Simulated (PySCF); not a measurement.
GeCl₄: PBE0 against B3LYP

Base calculation in PySCF with density fitting and no spin–orbit coupling, PBE0/def2-TZVP (no relativity): singlet, Td, Ge–Cl 2.117 Å (×4); wavenumbers 123 (×2), 169 (×3), 400, 463 (×3) cm⁻¹; gap between the highest occupied and lowest empty levels 7.42 eV, polar-tensor charge of Ge 2.02 e, atomisation energy (no zero-point energy) 1392 kJ/mol.

Question: What changes on going to B3LYP/def2-TZVP (no relativity)?

Answer: The point group stays the same. Changes: mean bond to Ge +0.021 Å, highest wavenumber -20 cm⁻¹, lowest wavenumber -2 cm⁻¹, gap between the highest occupied and lowest empty levels -0.89 eV, polar-tensor charge of Ge -0.03 e, atomisation energy (no zero-point energy) -78 kJ/mol. The new structure has Ge–Cl 2.138 Å (×4), with wavenumbers 121 (×2), 166 (×3), 381, 443 (×3) cm⁻¹.

The structures come from searches over a few start shapes, so lower isomers are not excluded.
